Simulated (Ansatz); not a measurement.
The same path of BClH3NO (7 atoms, charge 0, multiplicity 1) was run twice with different band settings. The coordinate that changes most is the angle B2–O3–H7.

Method: RKS LDA/def2-SVP in Ansatz 0.2.0.

Relaxed end points:

```xyz
7
Properties=species:S:1:pos:R:3
N -0.521 0.976 -0.015
B 0.063 -0.289 -0.080
O 1.097 -0.619 0.734
Cl -0.562 -1.478 -1.255
H -1.298 1.258 -0.612
H -0.187 1.682 0.644
H 1.409 -1.529 0.584
```

```xyz
7
Properties=species:S:1:pos:R:3
N -0.413 0.845 0.023
B -0.005 -0.471 -0.235
O 1.002 -1.123 0.398
Cl -0.861 -1.385 -1.490
H -1.183 1.268 -0.498
H 0.010 1.458 0.721
H 1.450 -0.593 1.081
```

Common settings: spring 5.0 eV/Å²; optimiser quadratic models (default); start path IDPP; force threshold 0.05 eV/Å; iteration limit 60; end points relaxed.

| run | movable images | climbing image |
| --- | --- | --- |
| 1 | 5 | yes |
| 2 | 2 | no |

Question: What does each run give, and how far can it be trusted?

Answer: Run 1: converged after 6 iterations, highest image 0.620 eV above the first end. A vibrational analysis at the climbing image gives 2 clearly imaginary modes (779i, 561i cm⁻¹): a point of higher order, so a lower path passes nearby.
Run 2: converged after 6 iterations, highest image 0.448 eV above the first end. The dihedral Cl4–B2–O3–H7 jumps by 180° between images 1 and 2, so the path isn't resolved there. No image climbed, so the highest image needn't sit at the top of the path. So few images can step over the top or miss a turn of the path.
